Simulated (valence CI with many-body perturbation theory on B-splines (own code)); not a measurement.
## E1 line list for Rb³²⁺

Computed by configuration interaction combined with many-body perturbation theory (CI+MBPT): three valence electrons over a frozen Dirac-Fock core [He], radial functions for each j: 11 s, 11 p, 10 d, 8 f, 5 g, 2 h, with the one-electron correlation potential Σ1 (screened to all orders), the two-electron term Σ2, the three-electron term Σ3, Breit, model QED; selected single and double excitations, second order for the rest, scaled by the run's own slope (own B-spline code, finite nucleus).

The last digits are not significant, and no measured levels were compared; by estimate large intervals hold to a few tenths of a per cent, small ones and those within an open d or f shell to about a per cent.

Lines 1 to 50 of 593 in falling wavelength, among levels below 3257.8 eV, chosen from the strongest by gf and those to the six lowest levels. Wavelengths and rates use the calculated energies. Electric multipoles are in the length gauge, E1 and E2 with the static RPA response of the core. Weak lines are less certain than strong ones. Lines between different terms over intervals too small for the method are left out, as are lines whose strength nearly cancels. Where a level lies close to another of its J and parity, the split of strength between their lines is uncertain. The highest levels of a list are the least certain.

Levels are named by their leading jj configuration (3d3/2^4 stands for four electrons in 3d with j = 3/2), which in mixed levels can hold well under half, so a name can repeat and another be missing. Letters in brackets count levels of one name in rising energy.

| λ vac (Å) | Upper | Lower | A (s⁻¹) | S (a.u.) with core polarisation | S without |
| --- | --- | --- | --- | --- | --- |
| 1766 | (2s 2p1/2 4f7/2) J=7/2 [a] | (2s 2p1/2 4d5/2) J=5/2 [a] | 3.50e+07 | 7.62e-01 | 7.62e-01 |
| 1694 | (2s 2p1/2 4f7/2) J=9/2 | (2s 2p1/2 4d5/2) J=7/2 | 4.10e+07 | 9.85e-01 | 9.85e-01 |
| 1600 | (2s^2 4f7/2) J=7/2 | (2s^2 4d5/2) J=5/2 | 4.87e+07 | 7.88e-01 | 7.88e-01 |
| 1447 | (2s 2p3/2 4f7/2) J=9/2 [b] | (2s 2p3/2 4d5/2) J=7/2 [b] | 6.58e+07 | 9.84e-01 | 9.84e-01 |
| 1427 | (2p1/2^2 4f5/2) J=5/2 | (2p1/2^2 4d3/2) J=3/2 | 6.47e+07 | 5.57e-01 | 5.57e-01 |
| 1399 | (2s 2p3/2 4f5/2) J=9/2 | (2s 2p3/2 4d3/2) J=7/2 | 6.00e+07 | 8.11e-01 | 8.11e-01 |
| 1366 | (2s^2 4f5/2) J=5/2 | (2s^2 4d3/2) J=3/2 | 7.30e+07 | 5.51e-01 | 5.51e-01 |
| 1286 | (2s 2p1/2 4f5/2) J=5/2 [a] | (2s 2p1/2 4d3/2) J=3/2 [a] | 8.51e+07 | 5.36e-01 | 5.36e-01 |
| 1243 | (2s 2p1/2 4f5/2) J=7/2 | (2s 2p1/2 4d3/2) J=5/2 | 8.60e+07 | 6.52e-01 | 6.52e-01 |
| 1194 | (2s 2p3/2 4f7/2) J=11/2 | (2s 2p3/2 4d5/2) J=9/2 | 1.19e+08 | 1.20e+00 | 1.20e+00 |
| 1009 | (2s 2p3/2 4d5/2) J=9/2 | (2s 2p3/2 4p3/2) J=7/2 | 3.02e+08 | 1.53e+00 | 1.53e+00 |
| 978.1 | (2s 2p3/2 4d3/2) J=7/2 | (2s 2p3/2 4p3/2) J=7/2 | 1.08e+08 | 3.99e-01 | 3.99e-01 |
| 960.7 | (2s 2p1/2 4d5/2) J=7/2 | (2s 2p1/2 4p3/2) J=5/2 | 3.51e+08 | 1.23e+00 | 1.23e+00 |
| 935.0 | (2s 2p3/2 4d5/2) J=5/2 [b] | (2s 2p3/2 4p3/2) J=3/2 [b] | 3.22e+08 | 7.78e-01 | 7.78e-01 |
| 927.4 | (2s 2p3/2 4d5/2) J=7/2 [b] | (2s 2p3/2 4p3/2) J=5/2 [b] | 3.83e+08 | 1.21e+00 | 1.21e+00 |
| 918.5 | (2p1/2^2 4d5/2) J=5/2 | (2p1/2^2 4p3/2) J=3/2 | 2.81e+08 | 6.45e-01 | 6.45e-01 |
| 904.7 | (2s 2p1/2 4d5/2) J=5/2 [a] | (2s 2p1/2 4p3/2) J=3/2 [a] | 3.39e+08 | 7.44e-01 | 7.44e-01 |
| 900.2 | (2s 2p3/2 4d5/2) J=3/2 [b] | (2s 2p3/2 4p3/2) J=1/2 [b] | 2.85e+08 | 4.11e-01 | 4.11e-01 |
| 900.2 | (2s^2 4d5/2) J=5/2 | (2s^2 4p3/2) J=3/2 | 4.20e+08 | 9.08e-01 | 9.08e-01 |
| 899.1 | (2s 2p3/2 4p1/2) J=3/2 [b] | (2s 2p3/2 4s) J=3/2 [b] | 2.38e+08 | 3.42e-01 | 3.42e-01 |
| 853.6 | (2s 2p1/2 4d5/2) J=5/2 [b] | (2s 2p1/2 4p3/2) J=3/2 [b] | 4.46e+08 | 8.21e-01 | 8.21e-01 |
| 837.9 | (2s 2p3/2 4d5/2) J=5/2 [a] | (2s 2p3/2 4p3/2) J=3/2 [a] | 3.20e+08 | 5.58e-01 | 5.58e-01 |
| 830.7 | (2s 2p3/2 4d5/2) J=7/2 [a] | (2s 2p3/2 4p3/2) J=5/2 [a] | 4.36e+08 | 9.86e-01 | 9.86e-01 |
| 823.3 | (2s 2p3/2 4p1/2) J=3/2 [a] | (2s 2p3/2 4s) J=5/2 | 4.05e+08 | 4.46e-01 | 4.46e-01 |
| 814.0 | (2s 2p1/2 4d5/2) J=3/2 | (2s 2p1/2 4p3/2) J=1/2 | 4.54e+08 | 4.83e-01 | 4.83e-01 |
| 781.4 | (2s 2p3/2 4p1/2) J=5/2 | (2s 2p3/2 4s) J=5/2 | 4.05e+08 | 5.72e-01 | 5.72e-01 |
| 752.1 | (2s 2p3/2 4d5/2) J=3/2 [a] | (2s 2p3/2 4p3/2) J=3/2 [a] | 3.76e+08 | 3.16e-01 | 3.16e-01 |
| 731.2 | (2s 2p1/2 4p1/2) J=1/2 [b] | (2s 2p1/2 4s) J=3/2 | 7.58e+08 | 2.92e-01 | 2.92e-01 |
| 693.7 | (2s 2p3/2 4d3/2) J=5/2 [a] | (2s 2p3/2 4p1/2) J=5/2 | 4.31e+08 | 4.26e-01 | 4.26e-01 |
| 690.7 | (2s 2p3/2 4d3/2) J=7/2 | (2s 2p3/2 4p1/2) J=5/2 | 5.67e+08 | 7.37e-01 | 7.37e-01 |
| 663.8 | (2s 2p3/2 4d3/2) J=5/2 [a] | (2s 2p3/2 4p1/2) J=3/2 [a] | 4.31e+08 | 3.73e-01 | 3.73e-01 |
| 661.2 | (2s 2p3/2 4p3/2) J=3/2 [a] | (2s 2p3/2 4s) J=3/2 [a] | 7.65e+08 | 4.37e-01 | 4.37e-01 |
| 661.1 | (2s 2p1/2 4d3/2) J=5/2 | (2s 2p1/2 4p1/2) J=3/2 | 6.78e+08 | 5.80e-01 | 5.80e-01 |
| 655.3 | (2s 2p3/2 4d3/2) J=3/2 [b] | (2s 2p3/2 4p1/2) J=1/2 | 5.32e+08 | 2.96e-01 | 2.96e-01 |
| 653.1 | (2p1/2^2 4d3/2) J=3/2 | (2p1/2^2 4p1/2) J=1/2 | 9.57e+08 | 5.26e-01 | 5.26e-01 |
| 649.8 | (2s 2p3/2 4d3/2) J=5/2 [b] | (2s 2p3/2 4p1/2) J=3/2 [b] | 9.18e+08 | 7.46e-01 | 7.46e-01 |
| 647.4 | (2s 2p1/2 4d3/2) J=3/2 [a] | (2s 2p1/2 4p1/2) J=1/2 [a] | 9.36e+08 | 5.01e-01 | 5.01e-01 |
| 638.8 | (2s 2p3/2 4d3/2) J=3/2 [a] | (2s 2p3/2 4p1/2) J=3/2 [a] | 7.27e+08 | 3.74e-01 | 3.74e-01 |
| 633.9 | (2s^2 4d3/2) J=3/2 | (2s^2 4p1/2) J=1/2 | 9.98e+08 | 5.02e-01 | 5.02e-01 |
| 633.7 | (2s 2p1/2 4p3/2) J=1/2 | (2s 2p1/2 4s) J=1/2 [b] | 1.10e+09 | 2.75e-01 | 2.75e-01 |
| 627.4 | (2s 2p3/2 4d3/2) J=1/2 [a] | (2s 2p3/2 4p1/2) J=3/2 [a] | 9.81e+08 | 2.39e-01 | 2.39e-01 |
| 602.2 | (2s 2p3/2 4p3/2) J=5/2 [b] | (2s 2p3/2 4s) J=3/2 [b] | 1.35e+09 | 8.70e-01 | 8.70e-01 |
| 597.6 | (2s 2p1/2 4p3/2) J=3/2 [b] | (2s 2p1/2 4s) J=1/2 [b] | 9.22e+08 | 3.88e-01 | 3.88e-01 |
| 586.5 | (2s 2p3/2 4p3/2) J=7/2 | (2s 2p3/2 4s) J=5/2 | 1.52e+09 | 1.21e+00 | 1.21e+00 |
| 578.3 | (2s 2p3/2 4p3/2) J=5/2 [a] | (2s 2p3/2 4s) J=3/2 [a] | 1.00e+09 | 5.73e-01 | 5.73e-01 |
| 567.1 | (2p1/2^2 4p3/2) J=3/2 | (2p1/2^2 4s) J=1/2 | 1.75e+09 | 6.32e-01 | 6.32e-01 |
| 563.4 | (2s 2p1/2 4p3/2) J=3/2 [a] | (2s 2p1/2 4s) J=1/2 [a] | 1.29e+09 | 4.56e-01 | 4.57e-01 |
| 556.5 | (2s 2p3/2 4p3/2) J=3/2 [b] | (2s 2p3/2 4s) J=3/2 [b] | 7.76e+08 | 2.64e-01 | 2.64e-01 |
| 552.1 | (2s^2 4p3/2) J=3/2 | (2s^2 4s) J=1/2 | 1.80e+09 | 5.98e-01 | 5.98e-01 |
| 546.8 | (2s 2p3/2 4p3/2) J=3/2 [b] | (2s 2p3/2 4s) J=1/2 | 9.96e+08 | 3.22e-01 | 3.22e-01 |
